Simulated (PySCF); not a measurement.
Li, charge -1, singlet (in this run its highest filled SCF level lies above zero, so its values depend strongly on the basis, on diffuse functions most of all); DF-REVPBE/6-31G* run with PySCF.

The PySCF input:
```python
from pyscf import gto, scf, dft

mol = gto.M(
    atom='''
Li    0.00000000    0.00000000    0.00000000
''',
    basis='6-31g*',
    charge=-1,
    verbose=4,
)

mf = dft.RKS(mol)
mf.xc = 'revpbe'
mf = mf.density_fit(auxbasis='def2-universal-jkfit')
mf.kernel()
```

**Question.** Predict the main parts of the log of this PySCF run.

**Answer.** 
```
PySCF version 2.14.0

[INPUT] verbose = 4
[INPUT] num. atoms = 1
[INPUT] num. electrons = 4
[INPUT] charge = -1
[INPUT] spin (= nelec alpha-beta = 2S) = 0
[INPUT] symmetry False subgroup None
[INPUT] Mole.unit = angstrom
[INPUT] Symbol           X                Y                Z      unit          X                Y                Z       unit  Magmom
[INPUT]  1 Li     0.000000000000   0.000000000000   0.000000000000 AA    0.000000000000   0.000000000000   0.000000000000 Bohr   0.0

nuclear repulsion = 0
number of shells = 6
number of NR pGTOs = 27
number of NR cGTOs = 14
basis = 6-31g*
ecp = {}

******** <class 'pyscf.df.df_jk.DFRKS'> ********
method = DFRKS
initial guess = minao
damping factor = 0
level_shift factor = 0
DIIS = <class 'pyscf.scf.diis.CDIIS'>
diis_start_cycle = 1
diis_space = 8
diis_damp = 0
SCF conv_tol = 1e-09
SCF conv_tol_grad = None
SCF max_cycles = 50
direct_scf = False
XC library pyscf.dft.libxc version 7.1.2
    S. Lehtola, C. Steigemann, M. J. T. Oliveira, and M. A. L. Marques,  SoftwareX 7, 1–5 (2018)
XC functionals = revpbe
    Y. Zhang and W. Yang,  Phys. Rev. Lett. 80, 890 (1998)
    J. P. Perdew, K. Burke, and M. Ernzerhof,  Phys. Rev. Lett. 77, 3865 (1996)
    J. P. Perdew, K. Burke, and M. Ernzerhof,  Phys. Rev. Lett. 78, 1396 (1997)
radial grids:
    Treutler-Ahlrichs [JCP 102, 346 (1995); DOI:10.1063/1.469408] (M4) radial grids

becke partition: Becke, JCP 88, 2547 (1988); DOI:10.1063/1.454033
pruning grids: <function nwchem_prune>
grids dens level: 3
symmetrized grids: False
atomic radii adjust function: <function treutler_atomic_radii_adjust>
small_rho_cutoff = 0
Set gradient conv threshold to 3.16228e-05
Initial guess from minao.
tot grids = 13728
init E= -7.47274234154909
  HOMO = -0.103829563776291  LUMO = -0.0339885190548216  gap/eV = 1.90047
cycle= 1 E= -7.47635576742333  delta_E= -0.00361  |g|= 0.0788  |ddm|= 0.646
  HOMO = 0.0942110009980897  LUMO = 0.140073385177204  gap/eV = 1.24798
cycle= 2 E= -7.48936805980937  delta_E= -0.013  |g|= 0.0128  |ddm|= 1.86
  HOMO = 0.0696023613913304  LUMO = 0.119518391505479  gap/eV = 1.35828
cycle= 3 E= -7.48961089345337  delta_E= -0.000243  |g|= 0.000199  |ddm|= 0.266
  HOMO = 0.0691090655122504  LUMO = 0.119107218103281  gap/eV = 1.36052
cycle= 4 E= -7.48961097491382  delta_E= -8.15e-08  |g|= 2.86e-06  |ddm|= 0.00484
  HOMO = 0.0691049276392591  LUMO = 0.119104152462667  gap/eV = 1.36055
cycle= 5 E= -7.48961097492912  delta_E= -1.53e-11  |g|= 1.44e-08  |ddm|= 6.68e-05
  HOMO = 0.0691049058219462  LUMO = 0.119104136390406  gap/eV = 1.36055
Extra cycle  E= -7.48961097492913  delta_E= -3.55e-15  |g|= 2.04e-09  |ddm|= 3.82e-07
converged SCF energy = -7.48961097492913
```
